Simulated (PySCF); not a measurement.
1-ethenyl-1-fluorocyclopropane (C5H7F), SMILES C=CC1(F)CC1. Geometry optimised at PBE-D3(BJ)/def2-SVP. One conformer was computed; it need not be the lowest.

Q: Give the equilibrium geometry at PBE-D3(BJ)/def2-SVP (PySCF confirms it by a frequency run) as a Z-matrix, and its point group. (An estimate is asked for; the answer gives what the named calculation found.)

A: One answer among several that fit: point group Cs.
```
C
F 1 1.3781
C 1 1.4784 2 113.53
C 3 1.3444 1 124.31 2 0.00
H 4 1.0998 3 121.21 1 180.00
H 4 1.1003 5 118.08 3 180.00
H 3 1.1036 4 120.79 5 0.00
C 1 1.5129 2 115.43 3 146.39
H 8 1.1006 1 115.27 2 -2.45
H 8 1.1011 9 115.12 1 143.20
C 8 1.5127 9 117.41 10 149.01
H 11 1.1006 8 117.41 9 0.00
H 11 1.1011 12 115.12 1 -143.20
```
Charge 0, spin multiplicity 1.
